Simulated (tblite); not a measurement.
Compound: C₅H₉B₂BrO.
Bonds: C1–C2, C2–O3, O3–B4, B4–B5, B5–C6, C6–C7 (triple), C7–C8, C8–Br9. Hydrogens: H10, H11, H12 on C1; H13, H14 on C2; H15 on B4; H16 on B5; H17, H18 on C8.

Computed with GFN2-xTB (tblite), gas phase: L-BFGS steps from a force-field or distance-geometry start until the largest atomic force falls under 0.01 eV/Å.

Step 45: E = -703.8114 eV
```
atom  x, y, z in Å  |  force x, y, z in eV/Å
C1     -2.2019    1.2294   -0.1556    0.027   0.007   0.017
C2     -1.9689   -0.2409    0.1855   -0.022   0.047  -0.018
O3     -1.7876   -0.9362   -1.0255   -0.013  -0.018   0.024
B4     -0.7116   -1.5950   -1.4313    0.078   0.020   0.076
B5      0.7098   -1.9543   -0.6131   -0.017  -0.060   0.039
C6      1.6590   -0.9100   -0.1298    0.000   0.004   0.018
C7      2.3822   -0.0648    0.3558   -0.027  -0.031  -0.020
C8      3.1245    1.0229    0.9064   -0.037   0.061   0.005
Br9     1.9233    2.5966    1.2285    0.048   0.020  -0.008
H10    -2.6772    1.7444    0.6743    0.038   0.023  -0.022
H11    -2.8434    1.2798   -1.0343   -0.030   0.059   0.102
H12    -1.2609    1.7201   -0.3914   -0.007  -0.001   0.018
H13    -2.8643   -0.6506    0.6711    0.059  -0.039  -0.011
H14    -1.1063   -0.3566    0.8620   -0.095  -0.043  -0.128
H15    -0.8383   -1.9789   -2.5416    0.000  -0.049  -0.099
H16     1.0011   -3.0739   -0.4014    0.018   0.008   0.025
H17     3.5652    0.8000    1.8784   -0.031  -0.036  -0.020
H18     3.8865    1.3742    0.2106    0.012   0.029   0.002
```

Step 46: E = -703.8137 eV
```
atom  x, y, z in Å  |  force x, y, z in eV/Å
C1     -2.1980    1.2269   -0.1544    0.005   0.038   0.011
C2     -1.9664   -0.2437    0.1811   -0.033   0.037   0.007
O3     -1.7913   -0.9389   -1.0296    0.005  -0.012  -0.005
B4     -0.7107   -1.5907   -1.4349    0.051  -0.024   0.011
B5      0.7072   -1.9517   -0.6124   -0.041  -0.069   0.054
C6      1.6550   -0.9084   -0.1271   -0.014  -0.027  -0.007
C7      2.3799   -0.0657    0.3589   -0.008   0.019  -0.006
C8      3.1232    1.0218    0.9057   -0.047   0.110   0.019
Br9     1.9274    2.6037    1.2294    0.052  -0.009  -0.018
H10    -2.6720    1.7409    0.6773    0.062   0.019  -0.011
H11    -2.8466    1.2807   -1.0275   -0.016   0.054   0.079
H12    -1.2579    1.7180   -0.3942   -0.018  -0.002   0.021
H13    -2.8585   -0.6502    0.6727    0.017  -0.062  -0.007
H14    -1.1017   -0.3675    0.8505   -0.053  -0.017  -0.082
H15    -0.8376   -1.9744   -2.5470    0.015  -0.042  -0.067
H16     0.9920   -3.0703   -0.3860    0.013   0.008   0.010
H17     3.5642    0.8025    1.8773   -0.017  -0.046   0.004
H18     3.8830    1.3732    0.2087    0.027   0.025  -0.012
```

Task: Estimate the geometry and energy of step 47. (The exact step hangs on the optimiser's Hessian estimate; all steps are aligned on step 46, rigid shifts and turns removed.)

Result: E = -703.8155 eV, largest force 0.108 eV/Å
```
atom  x, y, z in Å  |  force x, y, z in eV/Å
C1     -2.1948    1.2252   -0.1529   -0.015   0.052   0.008
C2     -1.9647   -0.2454    0.1768   -0.033   0.009   0.010
O3     -1.7930   -0.9393   -1.0344    0.002  -0.007  -0.031
B4     -0.7096   -1.5873   -1.4383    0.021  -0.064  -0.049
B5      0.7038   -1.9506   -0.6105   -0.039  -0.046   0.065
C6      1.6511   -0.9073   -0.1239   -0.014  -0.036  -0.015
C7      2.3774   -0.0656    0.3615   -0.003   0.055  -0.002
C8      3.1216    1.0232    0.9055   -0.040   0.099   0.013
Br9     1.9320    2.6092    1.2298    0.045  -0.018  -0.021
H10    -2.6666    1.7380    0.6801    0.069   0.026   0.019
H11    -2.8496    1.2821   -1.0205   -0.015   0.053   0.044
H12    -1.2557    1.7157   -0.3958   -0.011   0.006   0.016
H13    -2.8526   -0.6523    0.6734   -0.025  -0.072  -0.006
H14    -1.0981   -0.3770    0.8385    0.000   0.008  -0.020
H15    -0.8383   -1.9722   -2.5516    0.034  -0.032  -0.035
H16     0.9836   -3.0675   -0.3726    0.012  -0.006   0.004
H17     3.5637    0.8038    1.8765   -0.012  -0.043   0.008
H18     3.8809    1.3732    0.2069    0.024   0.016  -0.008
```

The energy changes by -0.0018 eV. The first-order estimate −F·Δx gives -0.0026 eV and the mean of the old and new forces, exact on a quadratic surface, -0.0019 eV. The step makes an angle of 72° with the force vector and moves no atom by more than 0.016 Å.

What follows is the cost of the whole relaxation. On Arm Neoverse N1, one thread, no GPU, shared host with 64 logical CPUs at a one-minute load of 50, this took 2.1 s of wall time.
